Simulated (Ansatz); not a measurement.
Input for Ansatz (a quantum-chemistry and plane-wave program): U-CCSD(T)/def2-TZVPP on FHZn (SMILES [F][ZnH]), a point of a bond scan (R = 1.656 Å).

Ansatz 0.2 input:
```yaml
crystal:
  periodic: [false, false, false]
  atoms:
    - {symbol: Zn, position_ang: [-0.00000000, -0.00000000, -0.35811910]}
    - {symbol: H, position_ang: [0.00000000, 0.00000000, -2.01413105]}
    - {symbol: F, position_ang: [0.00000000, 0.00000000, 1.40079528]}
basis:
  gaussian:
    orbitals: def2-TZVPP
correlation: {method: ccsd_t, electrons: outside_noble_gas}
scf: {omitted_lower_state_checks: [cluster_reference]}
magnetization: {spin_polarized: true, initial_magnetization: 0}
```

Program output:

```
WARN ansatz: RAYON_NUM_THREADS=1 ignored (pool sized by the plan → 1); use --threads N
Functional definition: HF
these checks for a lower state are left out or cut short: cluster_reference
integrals: 0.22 GiB planned
738 factors; integrals over basis functions are off by at most 9.3e-4 eV
mean field: 0.32 GiB planned
mean field evaluation 1: about -51097.4549 eV, gradient 2.5e1 eV
mean field evaluation 2: about -51097.4611 eV, gradient 2.5e1 eV
mean field evaluation 4: about -51099.7979 eV, gradient 2.0e0 eV
mean field evaluation 8: about -51099.8217 eV, gradient 6.1e-4 eV
mean field -51099.82170218 eV, -1877.8838108520 hartree, gradient 1.9e-6 eV, S^2 0.000000; 0 other end points of the search recorded, 0 dependent functions left out
10 core orbitals not correlated
reference -51099.82170218 eV, -1877.8838108520 hartree; 10, 10 occupied and 89, 89 virtual orbitals, 738 factors
second order -20.78575803 eV of doubles, -0.00000000 eV of singles
coupled cluster: 0.66 GiB planned
cycle   1  -18.97283900 eV  change     1.8e0 eV  update   1.2e-1
cycle   2  -19.57137383 eV  change   -6.0e-1 eV  update   4.8e-2
cycle   3  -19.69230248 eV  change   -1.2e-1 eV  update   2.0e-2
cycle   4  -19.66937154 eV  change    2.3e-2 eV  update   6.7e-3
cycle   5  -19.66271503 eV  change    6.7e-3 eV  update   2.4e-3
cycle   6  -19.66399636 eV  change   -1.3e-3 eV  update   7.8e-4
cycle   7  -19.66432217 eV  change   -3.3e-4 eV  update   2.6e-4
cycle   8  -19.66411299 eV  change    2.1e-4 eV  update   1.0e-4
cycle   9  -19.66414255 eV  change   -3.0e-5 eV  update   3.0e-5
cycle  10  -19.66417349 eV  change   -3.1e-5 eV  update   1.4e-5
cycle  11  -19.66414992 eV  change    2.4e-5 eV  update   5.1e-6
perturbative correction -0.55886717 eV, -0.0205379896 hartree
Total energy: -51120.04471928 eV, -1878.6269930225 hartree
Checks for a lower state left out: cluster_reference
```

The calculation finished and met its thresholds.

Cost: very roughly 23 core-seconds.
